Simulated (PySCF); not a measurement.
Constitutional and geometric isomers with formula CH4OSi. All species are isolated molecules in the gas phase. One relaxed conformer stands for each flexible species; it need not be the lowest. Strings in code marks are SMILES.

The four lowest singlet excitations (Tamm–Dancoff). Computed with PySCF with B3LYP-D3(BJ)/def2-TZVP. B3LYP has the VWN-RPA correlation part, as in Gaussian. Excitations are Tamm–Dancoff values on a coarser integration grid. The basis has no diffuse functions, so Rydberg states are missing or too high.

```json
[
 {"state": "S1", "energy (eV)": "4.77", "wavelength (nm)": "260", "oscillator strength": "0.019"},
 {"state": "S2", "energy (eV)": "5.74", "wavelength (nm)": "216", "oscillator strength": "0.280"},
 {"state": "S3", "energy (eV)": "5.99", "wavelength (nm)": "207", "oscillator strength": "0.051"},
 {"state": "S4", "energy (eV)": "6.56", "wavelength (nm)": "189", "oscillator strength": "0.003"}
]
```

Problem. Name which member gives these states.
A) `O=C[SiH3]`
B) `C=[SiH]O` (C–Si–O–H torsion 0°)
C) `C[SiH]=O`
D) `OC=[SiH2]` (H–O–C–Si torsion 164°)

Solution. B, `C=[SiH]O` (C–Si–O–H torsion 0°)
